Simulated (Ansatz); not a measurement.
C$_{3}$H$_{10}$BNSi (`BN([SiH3])CC=C`) at its PBE0-D4/def2-TZVP geometry, where that method's forces vanish. Charge 0, multiplicity 1.

| atom | x (Å) | y (Å) | z (Å) |
| --- | --- | --- | --- |
| B1 | -2.068 | -0.648 | -0.816 |
| N2 | -0.948 | 0.023 | -0.321 |
| Si3 | -1.035 | 1.019 | 1.124 |
| C4 | 0.367 | -0.105 | -0.956 |
| C5 | 1.369 | -0.750 | -0.052 |
| C6 | 2.501 | -0.179 | 0.333 |
| H7 | -3.120 | -0.522 | -0.257 |
| H8 | -1.956 | -1.339 | -1.790 |
| H9 | -0.194 | 2.226 | 0.904 |
| H10 | -0.524 | 0.306 | 2.322 |
| H11 | -2.449 | 1.402 | 1.338 |
| H12 | 0.240 | -0.703 | -1.863 |
| H13 | 0.734 | 0.882 | -1.257 |
| H14 | 1.112 | -1.746 | 0.304 |
| H15 | 3.200 | -0.686 | 0.988 |
| H16 | 2.771 | 0.819 | 0.001 |

Q: For each bond, give half the difference of the two atoms' forces along it (eV/Å; positive pushes the atoms apart) under PBE-D4, r2SCAN-D4, B3LYP-D4, ωB97M-V in def2-TZVPP. (Estimate.)

A: The calculation gave: 
```json
{"bond": "B1–N2", "length (Å)": "1.396", "PBE-D4": "0.08", "r2SCAN-D4": "0.07", "B3LYP-D4": "0.03", "ωB97M-V": "0.08"}
{"bond": "B1–H8", "length (Å)": "1.200", "PBE-D4": "0.01", "r2SCAN-D4": "-0.07", "B3LYP-D4": "-0.12", "ωB97M-V": "-0.12"}
{"bond": "N2–Si3", "length (Å)": "1.757", "PBE-D4": "0.16", "r2SCAN-D4": "-0.01", "B3LYP-D4": "0.08", "ωB97M-V": "0.04"}
{"bond": "N2–C4", "length (Å)": "1.466", "PBE-D4": "0.10", "r2SCAN-D4": "0.23", "B3LYP-D4": "0.24", "ωB97M-V": "0.18"}
{"bond": "Si3–H9", "length (Å)": "1.487", "PBE-D4": "0.05", "r2SCAN-D4": "-0.03", "B3LYP-D4": "-0.09", "ωB97M-V": "-0.11"}
{"bond": "Si3–H10", "length (Å)": "1.485", "PBE-D4": "0.03", "r2SCAN-D4": "-0.03", "B3LYP-D4": "-0.08", "ωB97M-V": "-0.12"}
{"bond": "Si3–H11", "length (Å)": "1.480", "PBE-D4": "0.03", "r2SCAN-D4": "-0.04", "B3LYP-D4": "-0.10", "ωB97M-V": "-0.13"}
{"bond": "C4–C5", "length (Å)": "1.495", "PBE-D4": "-0.15", "r2SCAN-D4": "-0.02", "B3LYP-D4": "0.11", "ωB97M-V": "0.21"}
{"bond": "C4–H12", "length (Å)": "1.094", "PBE-D4": "0.11", "r2SCAN-D4": "-0.06", "B3LYP-D4": "-0.14", "ωB97M-V": "-0.16"}
{"bond": "C4–H13", "length (Å)": "1.096", "PBE-D4": "0.10", "r2SCAN-D4": "-0.06", "B3LYP-D4": "-0.11", "ωB97M-V": "-0.13"}
{"bond": "C5–C6", "length (Å)": "1.325", "PBE-D4": "0.36", "r2SCAN-D4": "0.17", "B3LYP-D4": "0.07", "ωB97M-V": "-0.03"}
{"bond": "C5–H14", "length (Å)": "1.088", "PBE-D4": "0.04", "r2SCAN-D4": "-0.05", "B3LYP-D4": "-0.11", "ωB97M-V": "-0.10"}
{"bond": "C6–H15", "length (Å)": "1.084", "PBE-D4": "0.00", "r2SCAN-D4": "-0.07", "B3LYP-D4": "-0.08", "ωB97M-V": "-0.06"}
{"bond": "C6–H16", "length (Å)": "1.086", "PBE-D4": "0.03", "r2SCAN-D4": "-0.06", "B3LYP-D4": "-0.07", "ωB97M-V": "-0.05"}
```

B3LYP here is the variant with VWN-RPA as its local correlation; programs differ in this.

Computed with Ansatz.
